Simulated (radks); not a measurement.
Spherical jellium clusters: N electrons in a uniform positive sphere of charge N and radius rs N^(1/3), rs = 2.3 bohr. Method: non-relativistic Kohn-Sham, PBE, spin-polarised, spherical densities; computed with a radial shooting solver with Libxc functionals. Levels are named by radial order and angular momentum (1s, 1p, 1d, 2s, ...), and open shells are averaged over m.

N = 10, configuration 1s2 1p6 1d(up 2, down 0). This is the lowest configuration that the search found. Occupied and some empty levels:

level,occupation,eigenvalue (eV),<r> (bohr)
1s up,1,-9.2985,3.299
1s down,1,-9.1017,3.169
1p up,3,-6.0751,4.179
1p down,3,-5.6203,4.094
1d up,2,-2.5641,5.164
2s up,0,-2.1798,5.670
1d down,0,-1.9839,5.180
2s down,0,-1.8311,5.691

Energy (eV): total -7.42955, kinetic 44.087, external -620.82, Hartree 294.54, exchange-correlation -54.725, background 329.49.

Electron density:

r (bohr),n(r) (e/bohr^3)
0.623,0.01410
1.29,0.01687
1.96,0.01972
2.63,0.02077
3.30,0.01886
3.97,0.01436
4.63,0.009025
5.30,0.004771
5.97,0.002265
6.64,0.001023
7.31,0.0004559
7.98,0.0002042
8.65,0.00009277
